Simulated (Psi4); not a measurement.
Psi4 input (wB97X-D/6-311+G**):

```
memory 1500 MB

molecule {
-1 1
C    -2.67638851   -0.66815493   -0.33848528
C    -1.46826120    0.04972244    0.25989300
C    -0.19620114   -0.06175568   -0.56633806
C     1.04087390    0.47501431    0.22864020
C     2.29018034    0.35586680   -0.69314593
O     1.20106381   -0.12174615    1.40433802
H    -2.47371594   -1.73753657   -0.45408812
H    -3.56860072   -0.56624322    0.29036767
H    -2.92587197   -0.27788499   -1.33148924
H    -1.22426598   -0.34978886    1.24808990
H    -1.70953412    1.11101196    0.40397911
H    -0.31539770    0.46560103   -1.52680895
H    -0.00316860   -1.12111823   -0.78853870
H     0.84927038    1.60040647    0.29152175
H     3.15465602    0.77766502   -0.17304697
H     2.16973216    0.87226964   -1.65815333
H     2.49716548   -0.70457063   -0.87992087
symmetry c1
no_reorient
no_com
}

set {
  basis 6-311+G**
  reference rks
  scf_type df
  df_basis_scf def2-universal-jkfit
  dft_radial_points 99
  dft_spherical_points 590
  e_convergence 1e-8
  d_convergence 1e-7
  maxiter 150
}

e = energy('wb97x-d')
print_out(f'\nFINAL {e:.10f} DIPOLE {variable("CURRENT DIPOLE")[0]:.6f} {variable("CURRENT DIPOLE")[1]:.6f} {variable("CURRENT DIPOLE")[2]:.6f}\n')
```

From the output:

```
     116A      1.813133   117A      1.836729   118A      1.851728
     119A      1.871182   120A      1.873684   121A      1.885112
     122A      1.914248   123A      1.941962   124A      1.972639
     125A      1.979199   126A      2.011829   127A      2.021050
     128A      2.052614   129A      2.054902   130A      2.073483
     131A      2.158794   132A      2.174145   133A      2.224839
     134A      2.279276   135A      2.281915   136A      2.303821
     137A      2.341230   138A      2.366016   139A      2.405120
     140A      2.428314   141A      2.470738   142A      2.488012
     143A      2.553571   144A      2.581133   145A      2.597125
     146A      2.624781   147A      2.661556   148A      2.704592
     149A      2.717964   150A      2.740438   151A      2.762613
     152A      2.783179   153A      2.788990   154A      2.812681
     155A      2.824895   156A      2.836864   157A      2.850260
     158A      2.865310   159A      2.897920   160A      2.903117
     161A      2.944004   162A      2.948361   163A      2.978457
     164A      2.987859   165A      3.032490   166A      3.076521
     167A      3.130103   168A      3.175749   169A      3.198233
     170A      3.220392   171A      3.293786   172A      3.320027
     173A      3.387706   174A      3.423962   175A      3.598769
     176A      3.665263   177A      3.682795   178A      3.770940
     179A      4.015886   180A      4.032530   181A      4.063951
     182A      4.076928   183A      4.094523   184A      4.108979
     185A      4.209073   186A      4.361245   187A      4.507064
     188A      4.529080   189A      4.608718   190A      5.491652
     191A      5.538354   192A      6.058133   193A     24.105347
     194A     24.171665   195A     24.195607   196A     24.244639
     197A     24.264500   198A     50.374449

    Final Occupation by Irrep:
              A
    DOCC [    25 ]
    NA   [    25 ]
    NB   [    25 ]

  @DF-RKS Final Energy:  -272.37022730021539

   => Energetics <=

    Nuclear Repulsion Energy =            244.4282432830439120
    One-Electron Energy =                -861.7676576648188984
    Two-Electron Energy =                 372.2862929562269869
    DFT Exchange-Correlation Energy =     -27.3083914389112827
    Empirical Dispersion Energy =          -0.0087144357561461
    VV10 Nonlocal Energy =                  0.0000000000000000
    Total Energy =                       -272.3702273002153902

Computation Completed

Properties will be evaluated at   0.000000,   0.000000,   0.000000 [a0]

Properties computed using the SCF density matrix

 Multipole Moments:

 ------------------------------------------------------------------------------------
     Multipole            Electronic (a.u.)      Nuclear  (a.u.)        Total (a.u.)
 ------------------------------------------------------------------------------------

 L = 1.  Multiply by 2.5417464519 to convert [e a0] to [Debye]
 Dipole X            :         -1.7904208           -0.0000003           -1.7904211
 Dipole Y            :          0.0766659            0.0000001            0.0766660
 Dipole Z            :         -1.6395677           -0.0000000           -1.6395677
 Magnitude           :                                                    2.4289231

 ------------------------------------------------------------------------------------

FINAL -272.3702273002 DIPOLE -1.790421 0.076666 -1.639568

*** Psi4 exiting successfully. Buy a developer a beer!
```

The dipole moment of an ion depends on the origin.

The geometry given is a B3LYP-D3(BJ)/def2-TZVP minimum.
